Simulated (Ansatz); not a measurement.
Ge₃O₄⁺, relaxed as a doublet with UKS r2SCAN-D4/def2-SVP in Ansatz, starting from the GFN1-xTB geometry. Force threshold 0.02 eV/Å.

The relaxation made no stability test and no search for a lower SCF solution. Another isomer (doublet) lies 1.84 eV lower at PBE0-D4/def2-TZVP; other spin states weren't run for this one.

Start:

Cartesian coordinates in Å:
```
Ge -0.245 -0.585 1.545
Ge -1.252 -0.005 -2.151
Ge 2.101 0.587 1.674
O 0.377 1.070 1.975
O 1.484 -1.065 1.239
O -0.898 -0.232 -0.594
O -1.568 0.230 -3.689
```

```tsv
step	energy (eV)	largest force component (eV/Å)	SCF passes
1	-177703.0565	2.078	25
2	-177703.2334	1.399	26
3 (rejected)	-177703.1107	2.368	34
4	-177703.3279	0.177	35
5	-177703.3465	0.086	29
6	-177703.3551	0.249	35
7 (rejected)	-177703.3545	0.147	26
8	-177703.3566	0.177	27
9	-177703.3582	0.025	27
10	-177703.3586	0.076	27
11	-177703.3588	0.070	27
12	-177703.3590	0.034	28
13	-177703.3590	0.006	30
```

Force components are those of the run's own axes.

End:

Cartesian coordinates in Å:
```
Ge -0.253 -0.523 1.334
Ge -1.201 -0.006 -2.023
Ge 2.127 0.579 1.700
O 0.358 1.083 1.876
O 1.458 -1.038 1.102
O -1.064 -0.334 -0.387
O -1.424 0.239 -3.601
```

By distances, no bond broke or formed. The bond that changes most is Ge1–O6, from 2.26 to 1.91 Å (atoms count from 1).

No frequencies were taken in this run, so the end may be a saddle point.

It took 77 s on 4 threads of Arm Neoverse V1 on a shared host.
